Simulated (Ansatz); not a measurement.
## Worked example: C2H5BrMg + C2H3F → C2H6Mg + C2H2BrF

Gas-phase species: C2H5BrMg `C[CH2][Mg][Br]`, singlet; C2H3F `C=CF`, singlet; C2H6Mg `C[CH2][MgH]`, singlet; C2H2BrF `C=C(F)Br`, singlet. The partners trade Br for H: Mg–Br and C–H bonds give way to Mg–H and C–Br.

Shapes, held fixed at every level: PBE0-D4/def2-TZVP. Programs: Ansatz 0.2.0. Electronic energies: no zero-point or thermal term.

At CCSD(T)/def2-TZVPP; 1 Eh = 2625.50 kJ/mol:

| species | energy (Eh) |
| --- | --- |
| C2H5BrMg | -2851.664364 |
| C2H3F | -177.576825 |
| C2H6Mg | -279.453920 |
| C2H2BrF | -2749.682253 |

Work out ΔE of the reaction at this level.


1. Products less reactants: (-279.453920) + (-2749.682253) − [(-2851.664364) + (-177.576825)] = 0.105016 Eh = +275.7 kJ/mol.

Other levels give +258.3 (PBE-D4/def2-TZVPP) to +295.5 kJ/mol (CCSD/def2-SVP). No measured value is set beside it here. Relativity is left out for Br. Outer-core shells of Br, Mg are correlated, in sets that cover them unevenly.
